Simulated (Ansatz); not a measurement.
Species: sum formula H5SiN2O2, charge 0, multiplicity 2. It need not be the lowest isomer of its formula. 
Geometry from a B3LYP-D3(BJ)/def2-TZVP (Ansatz, a quantum-chemistry and plane-wave program) optimisation:
SMILES: O[Si](N)(O)[NH]
```xyz
10

Si    -0.0124     0.0104    -0.0204
O     -0.5498    -1.2822    -0.8634
O      1.6321    -0.0821    -0.1247
N     -0.4912     1.5201    -0.7473
N     -0.6779    -0.1154     1.5413
H     -0.0045    -1.5820    -1.5951
H      2.1595     0.5015     0.4251
H     -0.4090     2.3471    -0.1529
H     -1.0615     0.6687     2.0394
H     -0.9867    -0.9981     1.9152
```
Charge 0, spin multiplicity 2.

Basis-set convergence of Hartree-Fock and CCSD(T) correlation energies (hartree) with Ansatz. Correlated levels leave the core frozen unless marked. Open shells are spin-unrestricted. No spin-orbit coupling. Non-relativistic.

```
basis        functions       E(HF)  E(corr, CCSD(T))
-----------  ---------  ----------  ----------------
cc-pV(D+d)Z        104  -550.60331          -0.82347
cc-pV(T+d)Z        229  -550.72654          -1.04513
cc-pV(Q+d)Z        434  -550.75307          -1.11849
```

Extrapolating the two largest sets (X = 3 and 4) as X^-3: E(corr) = (64·(-1.11849) - 27·(-1.04513))/37 = -1.1720 Eh, an estimate of the basis-set limit. The largest set recovers 95.4 % of it, the smallest 70.3 %.
